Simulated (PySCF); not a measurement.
Sn(H)2(Et)(OH) (C2H8OSn), SMILES C[CH2][SnH2][OH].

Geometry: B3LYP-D3(BJ)/def2-SVP. The structure was generated by enumeration; whether it is a known compound was not checked. The def2 effective core potentials stand for the cores of Sn; spin–orbit coupling is left out. The values are those of a single conformer.

Two levels are set side by side: TDA-PBE/def2-SVPD (PySCF) and TDA-CAM-B3LYP/def2-SVPD (PySCF). Vertical, same geometry. The lowest singlet is HOMO→LUMO 96 % with PBE and HOMO−1→LUMO 89 % with the other functional; states are paired by order. Differences are taken from unrounded values.

```json
[
 {"quantity": "lowest singlet excitation (eV)", "TDA-CAM-B3LYP": "6.24", "TDA-PBE": "5.48", "TDA-PBE minus TDA-CAM-B3LYP": "-0.76"},
 {"quantity": "lowest triplet excitation (TDA) (eV)", "TDA-CAM-B3LYP": "5.72", "TDA-PBE": "5.05", "TDA-PBE minus TDA-CAM-B3LYP": "-0.67"},
 {"quantity": "first bright state (f over 0.05) (eV)", "TDA-CAM-B3LYP": "7.49", "TDA-PBE": "6.79", "TDA-PBE minus TDA-CAM-B3LYP": "-0.70"},
 {"quantity": "its oscillator strength", "TDA-CAM-B3LYP": "0.07", "TDA-PBE": "0.05", "TDA-PBE minus TDA-CAM-B3LYP": "-0.02"}
]
```

Functionals without exact exchange tend to place singlet excitations lower, as here. Differences between two approximate levels are no errors against the true value.

Rough cost on one machine, each run with all the roots and properties that it gave: TDA-CAM-B3LYP against TDA-PBE about 3 times.
